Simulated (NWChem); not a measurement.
# C$_{5}$H$_{5}$F; SMILES C#CCC(=C)F

```xyz
11

C      0.2078     2.5721    -0.4486
C     -0.1704     1.5412     0.0591
C     -0.6326     0.2990     0.6715
C     -0.0450    -0.9323     0.0490
C     -0.7054    -1.9395    -0.5125
F      1.2868    -0.9511     0.1249
H      0.5463     3.4851    -0.9024
H     -0.3661     0.3081     1.7443
H     -1.7302     0.2382     0.6178
H     -0.1657    -2.7976    -0.9163
H     -1.7928    -1.9167    -0.5783
```
Atoms are numbered in this order, from 1.

Computed with NWChem. Pople sets run with spherical d functions. Medium grid unless said otherwise, to which SCAN and Minnesota functionals are sensitive. Structure relaxed at the PBE0/def2-SVP level.

Problem. Order these by “highest occupied level (eV)”, lowest first: PBE/6-31G*; MN15/6-31G*; LC-BLYP (range parameter 0.33 per bohr)/6-31G*; BHandHLYP/6-31G*; B3LYP/6-31G*.

Solution. LC-BLYP (range parameter 0.33 per bohr)/6-31G* (-9.50), BHandHLYP/6-31G* (-8.35), MN15/6-31G* (-7.94), B3LYP/6-31G* (-6.96), PBE/6-31G* (-5.93)
